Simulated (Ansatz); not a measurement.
C$_{2}$H$_{6}$F$_{3}$HfN (`C[N](C)[Hf]([F])([F])[F]`). The species carries charge 0 and has multiplicity 1. Hf: def2 effective core potential. The structure was optimised at the PBE0-D4/def2-TZVP level. It is one conformer, not always the lowest.

```xyz
13

C     1.214   -0.877   -0.354
N     0.064   -0.122    0.091
C    -0.202   -0.279    1.504
Hf   -0.993    1.091   -1.112
F    -2.763    1.209   -0.400
F    -0.888    0.380   -2.883
F    -0.187    2.830   -1.087
H     1.379   -0.749   -1.428
H     1.080   -1.952   -0.170
H     2.129   -0.560    0.164
H    -0.391   -1.331    1.758
H     0.643    0.067    2.113
H    -1.086    0.292    1.804
```

Question: What is the dipole moment at PBE/def2-TZVPP? (An estimate is asked.)

Answer: The calculation gave: 2.59 D, with components (1.20, -1.74, 1.49) D in this frame, pointing from negative to positive charge.

Question: And with r2SCAN, B3LYP, ωB97M-V? (An estimate is asked.)

Answer: Ansatz gave: r2SCAN 2.62 D, B3LYP 2.65 D, ωB97M-V 2.51 D.

Question: Give the Mulliken charges with PBE, r2SCAN, B3LYP in def2-TZVPP. (Best estimate.)

Answer: Computed: 
```
atom    PBE  r2SCAN  B3LYP
  C1  -0.15   -0.02  -0.15
  N2  -0.24   -0.36  -0.32
  C3  -0.15   -0.02  -0.15
 Hf4   0.96    1.18   1.16
  F5  -0.31   -0.36  -0.36
  F6  -0.31   -0.36  -0.36
  F7  -0.32   -0.37  -0.37
  H8   0.09    0.05   0.09
  H9   0.09    0.05   0.09
 H10   0.09    0.05   0.09
 H11   0.09    0.05   0.09
 H12   0.09    0.05   0.09
 H13   0.09    0.05   0.09
```

B3LYP here is the variant with VWN-RPA as its local correlation; programs differ in this.
